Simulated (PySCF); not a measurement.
Computed IR spectrum (relative IR intensity) of a molecule C4H12O3Si. Coordinates come from a PBE-D3(BJ)/def2-SVP optimisation. One conformer was computed; it need not be the lowest. Method: PBE-D3(BJ)/def2-SVP in PySCF. Frequencies are harmonic and unscaled.

```json
[
 {"ν (cm⁻¹)": "78", "relative intensity": "2.8"},
 {"ν (cm⁻¹)": "123", "relative intensity": "26"},
 {"ν (cm⁻¹)": "130", "relative intensity": "12"},
 {"ν (cm⁻¹)": "204", "relative intensity": "2.7"},
 {"ν (cm⁻¹)": "220", "relative intensity": "8.7"},
 {"ν (cm⁻¹)": "242", "relative intensity": "7.4"},
 {"ν (cm⁻¹)": "268", "relative intensity": "16"},
 {"ν (cm⁻¹)": "308", "relative intensity": "9.6"},
 {"ν (cm⁻¹)": "362", "relative intensity": "29"},
 {"ν (cm⁻¹)": "386", "relative intensity": "28"},
 {"ν (cm⁻¹)": "408", "relative intensity": "3.2"},
 {"ν (cm⁻¹)": "673", "relative intensity": "3.7"},
 {"ν (cm⁻¹)": "733", "relative intensity": "2.9"},
 {"ν (cm⁻¹)": "779", "relative intensity": "100"},
 {"ν (cm⁻¹)": "800", "relative intensity": "68"},
 {"ν (cm⁻¹)": "845", "relative intensity": "3.0"},
 {"ν (cm⁻¹)": "856", "relative intensity": "49"},
 {"ν (cm⁻¹)": "878", "relative intensity": "4.2"},
 {"ν (cm⁻¹)": "921", "relative intensity": "56"},
 {"ν (cm⁻¹)": "935", "relative intensity": "55"},
 {"ν (cm⁻¹)": "1002", "relative intensity": "11"},
 {"ν (cm⁻¹)": "1069", "relative intensity": "8.2"},
 {"ν (cm⁻¹)": "1168", "relative intensity": "5.7"},
 {"ν (cm⁻¹)": "1271", "relative intensity": "5.6"},
 {"ν (cm⁻¹)": "1419", "relative intensity": "2.6"},
 {"ν (cm⁻¹)": "2949", "relative intensity": "5.5"},
 {"ν (cm⁻¹)": "2963", "relative intensity": "29"},
 {"ν (cm⁻¹)": "2985", "relative intensity": "2.3"},
 {"ν (cm⁻¹)": "3019", "relative intensity": "13"},
 {"ν (cm⁻¹)": "3048", "relative intensity": "13"},
 {"ν (cm⁻¹)": "3057", "relative intensity": "9.8"},
 {"ν (cm⁻¹)": "3758", "relative intensity": "25"},
 {"ν (cm⁻¹)": "3770", "relative intensity": "51"}
]
```

**Question.** Which structure fits?
(A) CC(C)(C)[Si](O)(O)O
(B) CO[Si](C)(OC)OC
(C) CCCC[Si](O)(O)O
(D) CC(C)O[Si](C)(O)O

**Answer.** C, CCCC[Si](O)(O)O
